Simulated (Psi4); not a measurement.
Psi4 input (wB97X-D/6-31G*):

```
memory 1500 MB

molecule {
-1 1
Si   -0.55320785    0.17136907   -0.17273039
F     1.07473403   -0.08299006    0.27977855
H    -0.70575794   -1.06312497   -1.11161160
H    -1.22193838   -0.58913144    1.01183005
symmetry c1
no_reorient
no_com
}

set {
  basis 6-31G*
  reference rks
  scf_type pk
  dft_radial_points 99
  dft_spherical_points 590
  e_convergence 1e-8
  d_convergence 1e-7
  maxiter 150
}

e = energy('wb97x-d')
print_out(f'\nFINAL {e:.10f} DIPOLE {variable("CURRENT DIPOLE")[0]:.6f} {variable("CURRENT DIPOLE")[1]:.6f} {variable("CURRENT DIPOLE")[2]:.6f}\n')
```

From the last part of the output:

```

  ==> Post-Iterations <==

   Electrons on quadrature grid:
      Ntotal   =   25.9999997404 ; deviation = -2.596e-07

    Orbital Energies [Eh]
    ---------------------

    Doubly Occupied:

       1A    -66.040497     2A    -24.532170     3A     -5.149450
       4A     -3.496158     5A     -3.493974     6A     -3.490451
       7A     -0.988579     8A     -0.368061     9A     -0.258131
      10A     -0.247405    11A     -0.229698    12A     -0.145282
      13A     -0.039097

    Virtual:

      14A      0.295571    15A      0.338247    16A      0.442410
      17A      0.487091    18A      0.533738    19A      0.564355
      20A      0.635248    21A      0.928375    22A      0.938088
      23A      0.953198    24A      0.978364    25A      1.137232
      26A      1.323266    27A      1.396748    28A      1.569495
      29A      1.615822    30A      1.628752    31A      1.945461
      32A      2.192215    33A      2.200185    34A      2.313535
      35A      2.314833    36A      2.954659    37A      3.297271
      38A      4.349549

    Final Occupation by Irrep:
              A
    DOCC [    13 ]
    NA   [    13 ]
    NB   [    13 ]

  @RKS Final Energy:  -390.50940890292401

   => Energetics <=

    Nuclear Repulsion Energy =             52.6330310914542849
    One-Electron Energy =                -653.4567637783176224
    Two-Electron Energy =                 233.4817470967740576
    DFT Exchange-Correlation Energy =     -23.1669202637100113
    Empirical Dispersion Energy =          -0.0005030491246852
    VV10 Nonlocal Energy =                  0.0000000000000000
    Total Energy =                       -390.5094089029240081

Computation Completed

Properties will be evaluated at   0.000000,   0.000000,   0.000000 [a0]

Properties computed using the SCF density matrix

 Multipole Moments:

 ------------------------------------------------------------------------------------
     Multipole            Electronic (a.u.)      Nuclear  (a.u.)        Total (a.u.)
 ------------------------------------------------------------------------------------

 L = 1.  Multiply by 2.5417464519 to convert [e a0] to [Debye]
 Dipole X            :          0.5129828            0.0000001            0.5129829
 Dipole Y            :         -0.2254549            0.0000001           -0.2254548
 Dipole Z            :          0.1750254           -0.0000001            0.1750253
 Magnitude           :                                                    0.5870394

 ------------------------------------------------------------------------------------

FINAL -390.5094089029 DIPOLE 0.512983 -0.225455 0.175025

*** Psi4 exiting successfully. Buy a developer a beer!
```

The dipole moment of an ion depends on the origin.

The geometry given is a B3LYP-D3(BJ)/def2-TZVP minimum.
